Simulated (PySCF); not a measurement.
Species: C₇H₈FO (doublet state).
Geometry (GFN2-xTB, Å), atoms numbered from 1 in this order:
```
atom  x, y, z in Å
C1     2.4140   -0.6436    0.8357
C2     1.0662   -0.7362    0.7577
C3     0.2116    0.1111    0.0205
C4     0.7724    1.2801   -0.7341
F5     1.6599    2.0022    0.0381
C6    -1.1958   -0.1609   -0.0601
C7    -1.8929   -0.8502    0.8808
C8    -1.9611    0.2783   -1.2459
O9    -1.5178    0.7731   -2.2499
H10    2.9738    0.1363    0.3536
H11    2.9801   -1.3656    1.3975
H12    0.5905   -1.5635    1.2673
H13   -0.0033    1.9848   -1.0388
H14    1.3283    0.9498   -1.6223
H15   -2.9409   -1.0541    0.7491
H16   -1.4482   -1.1953    1.7957
H17   -3.0439    0.0659   -1.1550
```

The hyperfine couplings belong to this conformer and change with its torsions.

Identity: `O=CC([C](CF)C=C)=C` [radical].

Method: UKS B3LYP, pcH-1 on C F H O, non-relativistic, mean-field spin-orbit, GIAO (PySCF 2.14.0). The structure is a single GFN2-xTB conformer in the gas phase; no vibrational or solvent corrections. Couplings are sensitive to structure, and on GFN2-xTB geometries they can be far from those on DFT ones. The frame is twisted about the C3–C6 bond at this geometry (dihedral C4–C3–C6–C8 = 26°); couplings at other torsion angles weren't computed. No stability test was run, so a lower SCF solution isn't excluded. ⟨S²⟩ is 0.792 where a pure state has 0.75.

Principal values of hyperfine tensors in MHz (contact and dipolar terms together), for some of the nuclei:

```
atom  isotope      A1      A2      A3
 H14       1H   55.87   57.27   63.92
  C3      13C    7.74    8.94  152.75
  F5      19F   20.49   21.40   92.87
  C2      13C  -66.17  -30.16  -25.28
  C7      13C    8.26    9.85   99.57
  C6      13C  -59.12  -29.70  -25.46
 H11       1H  -48.24  -31.05  -12.00
 H10       1H  -44.33  -30.69  -12.49
```

Question: Give the isotropic coupling of each nucleus in MHz and in mT (g = 2.0024), and the anisotropic part.

Answer: a_iso = (A1 + A2 + A3)/3, Ti = Ai − a_iso; 1 mT corresponds to 28.026 MHz.

```tsv
atom	a_iso (MHz)	a_iso (mT)	T1	T2	T3
H14	59.02	2.106	-3.15	-1.75	4.90
C3	56.47	2.015	-48.74	-47.54	96.28
F5	44.92	1.603	-24.43	-23.52	47.95
C2	-40.53	-1.446	-25.63	10.38	15.26
C7	39.23	1.400	-30.97	-29.37	60.34
C6	-38.10	-1.359	-21.03	8.39	12.63
H11	-30.43	-1.086	-17.81	-0.62	18.43
H10	-29.17	-1.041	-15.16	-1.52	16.68
```

Question: What spin density at the nucleus of C3 lies behind its contact coupling (g_N = 1.40482)?

Answer: a_FC = 800.24 MHz bohr³ × g_N × ρ(0)/(2S). With a_FC = 56.47 MHz and 2S = 1, ρ(0) = 0.05024 bohr⁻³.

Question: C1 (13C, g_N = 1.40482) isn't in the table. Its spin density at the nucleus is 0.03462 bohr⁻³. What is its contact coupling?

Answer: By the same relation, a_FC = 38.9 MHz. Its full tensor has the principal values 1.97, 3.41, 111.37 MHz.

Question: Which nucleus of the table has the largest anisotropic coupling, and what is its form?

Answer: C3: -48.7, -47.5, 96.3 MHz, axial, in the ratio −1:−1:+2, the form that spin in one p orbital centred on that nucleus gives.

Question: In a single crystal, with the field along each principal axis of the tensor of F5 in turn, what first-order splitting does this nucleus give (isotropic g, quadrupole terms neglected)?

Answer: 2 lines (I = 1/2), spaced by |A_i|/(g × 13.996): 0.73, 0.76, 3.31 mT along the axes of A1, A2 and A3.
